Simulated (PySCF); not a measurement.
# Dipole response of Ba⁺ (barium, charge +1)

[Xe] 6s1, 2S determinant. Calculation: PySCF 2.14, in aug-cc-pwCVTZ-X2C with one added diffuse shell each of s, p, d, f type (12s11p9d5f, 125 functions); the spin-free X2C one-electron Hamiltonian (Gaussian nucleus). Coupled (time-dependent) response in atomic units; α is the mean over directions.

```json
{"method": "r2SCAN0", "mean α (bohr³)": "136.6", "C₆ (like pair)": "1540", "S(−4)": "14300"}
```

S(−4) is the Cauchy moment in α(ω) = α(0) + S(−4) ω² + …

α(iu) at r2SCAN0:

| u (hartree) | α(iu) (bohr³) |
| --- | --- |
| 0 | 136.6 |
| 0.0500 | 108.7 |
| 0.100 | 69.59 |
| 0.200 | 33.01 |
| 0.300 | 20.89 |
| 0.500 | 12.40 |
| 0.750 | 8.190 |
| 1.00 | 5.895 |
| 1.50 | 3.481 |
| 2.00 | 2.316 |
| 3.00 | 1.279 |
| 5.00 | 0.6000 |

A single London oscillator, α(iu) = α/(1 + u²/ω²), gives C₆ = (3/4) ω α². Matching the computed C₆ needs ω = 4 × 1540 / (3 × 136.6²) = 0.110 hartree.

For an ion, C₆ is the dispersion term alone; charge-induced terms of lower order in 1/R come first.

Spin-orbit coupling, which splits the p, d and f shells strongly at this Z, is absent.
